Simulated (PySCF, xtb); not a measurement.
C3H9NSi2, SMILES C#C[Si@@H](C)N[SiH3].

GFN2-xTB (xtb) at its own geometry gives an orbital gap of 4.67 eV and a dipole moment of 0.26 D.

The structure is a stationary point at B3LYP-D3(BJ)/def2-SVP. The structure was generated by enumeration; whether it is a known compound was not checked. One conformer was computed; it need not be the lowest.

### Question
What does PySCF with PBE0/def2-TZVP give? (An estimate is asked for; the answer gives what the named calculation found.)

### Answer
gap 7.24 eV (levels -7.49 and -0.25 eV), dipole 0.29 D.
